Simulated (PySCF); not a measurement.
PySCF 2.14 output of a UHF calculation on a single atom or ion in cc-pVTZ-PP with ECP28MDF, with scalar relativity through the core potential:

```
SCF conv_tol = 1e-09
number electrons alpha = 9  beta = 4
cycle= 1 E= -56.1491044503795  delta_E= -0.00372  |g|= 0.0202  |ddm|= 0.0407
cycle= 2 E= -56.1492635632758  delta_E= -0.000159  |g|= 0.0049  |ddm|= 0.00949
cycle= 3 E= -56.1492755152938  delta_E= -1.2e-05  |g|= 0.000514  |ddm|= 0.00513
cycle= 4 E= -56.1492759535118  delta_E= -4.38e-07  |g|= 0.000254  |ddm|= 0.00137
cycle= 5 E= -56.1492760965071  delta_E= -1.43e-07  |g|= 7.4e-05  |ddm|= 0.000946
cycle= 6 E= -56.1492761111861  delta_E= -1.47e-08  |g|= 6.47e-06  |ddm|= 0.000376
cycle= 7 E= -56.1492761112545  delta_E= -6.84e-11  |g|= 1.73e-06  |ddm|= 2.14e-05
converged SCF energy = -56.1492761112545  <S^2> = 8.7548747  2S+1 = 6.0016247
```

The run itself started from symmetry-adapted Hartree-Fock orbitals and held the occupation by maximum overlap, so the iterations belong to that start.

Problem. Which element, charge and spin multiplicity is this?

Solution. Nb (niobium, neutral), multiplicity 6; the state was [Kr] 4d4 5s1, high-spin 6D determinant.

Energies and moments cover only the electrons outside the core potential.
